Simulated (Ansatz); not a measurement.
CH$_{8}$Al$_{2}$BP. Charge 0, multiplicity 1. The bonds changed during the relaxation, so this is another structure than the one it started from.

Cartesian coordinates in Å:
```
Al 0.598 -0.326 -1.367
C 1.521 -0.514 0.376
B 0.301 -0.558 1.298
P -0.677 1.023 1.757
Al -1.397 1.004 -0.442
H 1.021 -0.762 -2.822
H -1.094 -0.614 -1.087
H 2.124 0.401 0.403
H 2.158 -1.400 0.370
H -0.121 -1.613 1.682
H -1.851 0.411 2.273
H 0.086 1.342 -1.288
H -2.667 1.607 -1.154
```

Problem. What are the harmonic wavenumbers in cm⁻¹ at PBE0-D4/def2-TZVP (Ansatz, finite differences of forces, unscaled)? (Best estimate.)

Solution. Computed: 129, 185, 218, 284, 391, 419, 435, 457, 513, 525, 567, 607, 631, 659, 731, 763, 835, 848, 892, 924, 1059, 1149, 1293, 1343, 1419, 1425, 1520, 1956, 1961, 2394, 2591, 3059, 3138.

Problem. Is this a minimum?

Solution. Yes, all 33 modes are real.

Problem. Give the ideal-gas thermochemistry at 298.15 K and 1 bar (rigid rotor, harmonic oscillator; point group C1, symmetry number 1).

Solution. Zero-point energy 211.3 kJ/mol; H(298) − E = 234.1 kJ/mol; entropy 353.9 J/(mol·K), of which translation 168.1, rotation 116.7, vibration 69.1; G(298) − E = 128.6 kJ/mol.

Problem. And at 400, 500, 600, 800 and 1000 K?

Solution. 
```csv
T (K),H − E (kJ/mol),S (J/mol/K),G − E (kJ/mol)
400,249.4,397.9,90.3
500,267.2,437.5,48.5
600,287.1,473.6,2.9
800,331.5,537.3,-98.4
1000,380.3,591.7,-211.4
```

Problem. Rotational constants (cm⁻¹)?

Solution. 0.1109, 0.07029, 0.0462.
